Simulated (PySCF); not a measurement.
Record of a relaxation.

Species: C3H4Cl2Si.
Numbering: `[CH2:1]=[C:2]=[CH:3][SiH:4]([Cl:5])[Cl:6]` (hydrogens: H7, H8 on C1; H9 on C3; H10 on Si4)

Computed by this run: PBE0-D3(BJ)/def2-SVP geometry optimisation, gas phase in PySCF; density fitting, grid level 1; the optimiser is geomeTRIC in internal coordinates, started from a GFN2-xTB structure with every atom displaced at random (about 0.01 Å). The frame can shift and turn from step to step; on so coarse a grid that alone can change the energy by a few meV, and forces under 0.02 eV/Å are noise.

Step 0: E = -36072.5783 eV, largest atomic force 0.997 eV/Å
```
atom  x, y, z in Å  |  force x, y, z in eV/Å
C1      2.231    0.228    0.220   -0.587   0.179   0.359
C2      1.016   -0.238    0.348    0.061   0.036  -0.182
C3     -0.213   -0.688    0.447    0.510   0.259   0.007
Si4    -1.669    0.168   -0.283   -0.486  -0.488   0.717
Cl5    -2.748   -1.197   -1.370   -0.128  -0.184  -0.152
Cl6    -1.110    1.684   -1.476    0.357   0.734  -0.573
H7      2.636    0.935    0.938    0.066   0.188   0.299
H8      2.858   -0.008   -0.620    0.355  -0.342  -0.593
H9     -0.362   -1.604    1.015   -0.194  -0.377   0.160
H10    -2.589    0.698    0.759    0.046  -0.004  -0.041
```

Step 1: E = -36072.6192 eV, largest atomic force 0.547 eV/Å
```
atom  x, y, z in Å  |  force x, y, z in eV/Å
C1      1.580    0.466   -0.062    0.292   0.036  -0.116
C2      0.427   -0.107    0.135   -0.154   0.041   0.057
C3     -0.764   -0.620    0.320   -0.118  -0.189   0.073
Si4    -2.287    0.172   -0.371    0.211   0.359  -0.354
Cl5    -3.348   -1.211   -1.474    0.012   0.011   0.048
Cl6    -1.698    1.734   -1.609   -0.154  -0.263   0.200
H7      1.970    1.205    0.646   -0.019  -0.012  -0.011
H8      2.194    0.223   -0.939   -0.067   0.012   0.082
H9     -0.873   -1.553    0.893    0.028   0.033  -0.017
H10    -3.203    0.724    0.654   -0.033  -0.027   0.038
```

Step 2: E = -36072.6262 eV, largest atomic force 0.263 eV/Å
```
atom  x, y, z in Å  |  force x, y, z in eV/Å
C1      1.590    0.461   -0.058    0.018  -0.019  -0.005
C2      0.428   -0.101    0.138   -0.021   0.054   0.015
C3     -0.765   -0.615    0.318   -0.012  -0.048   0.002
Si4    -2.285    0.179   -0.380    0.084   0.203  -0.144
Cl5    -3.346   -1.213   -1.469    0.001  -0.022   0.003
Cl6    -1.728    1.740   -1.617   -0.060  -0.149   0.114
H7      1.982    1.200    0.649   -0.003   0.001   0.000
H8      2.201    0.210   -0.930   -0.011  -0.011   0.003
H9     -0.874   -1.546    0.891    0.003   0.005   0.001
H10    -3.205    0.716    0.652    0.002  -0.014   0.012
```

Step 3: E = -36072.6283 eV, largest atomic force 0.027 eV/Å
```
atom  x, y, z in Å  |  force x, y, z in eV/Å
C1      1.593    0.458   -0.054   -0.021  -0.008   0.012
C2      0.425   -0.092    0.142    0.007   0.013   0.010
C3     -0.767   -0.608    0.317    0.020   0.008  -0.016
Si4    -2.284    0.186   -0.388   -0.008   0.023   0.011
Cl5    -3.334   -1.219   -1.472   -0.006  -0.021  -0.011
Cl6    -1.744    1.743   -1.617    0.004  -0.009   0.006
H7      1.992    1.198    0.648   -0.002   0.001   0.002
H8      2.200    0.194   -0.924    0.010  -0.008  -0.016
H9     -0.877   -1.538    0.891   -0.006   0.000   0.008
H10    -3.207    0.709    0.650    0.002   0.000  -0.004
```

Step 4: E = -36072.6284 eV, largest atomic force under 0.02 eV/Å
```
atom  x, y, z in Å  |  force x, y, z in eV/Å
C1      1.597    0.456   -0.052   -0.007  -0.003   0.004
C2      0.426   -0.089    0.144   -0.008   0.009  -0.006
C3     -0.768   -0.602    0.316    0.011  -0.002  -0.002
Si4    -2.287    0.187   -0.389   -0.001  -0.002   0.012
Cl5    -3.329   -1.224   -1.474   -0.001  -0.009  -0.002
Cl6    -1.751    1.745   -1.618    0.007   0.008  -0.008
H7      1.997    1.196    0.649    0.003   0.002  -0.001
H8      2.204    0.188   -0.922    0.002  -0.002  -0.002
H9     -0.878   -1.531    0.892   -0.006  -0.001   0.008
H10    -3.212    0.706    0.648    0.000   0.000  -0.004
```

Task: Summarise the path.

Result: The energy falls by 4.84 kJ/mol from step 0 to step 4; nine tenths of that is first reached at step 2. It falls at every step. The largest force goes from 0.997 to under 0.02 eV/Å. Among the bonds Si4–Cl6 changes most, from 2.008 to 2.055 Å; the atoms move by 0.043 Å rms after alignment.

What follows is the cost of the whole optimisation. Time: 35 s; peak memory 0.47 GiB. Hardware: one thread, Arm Neoverse V1 (aarch64), no GPU, shared host.
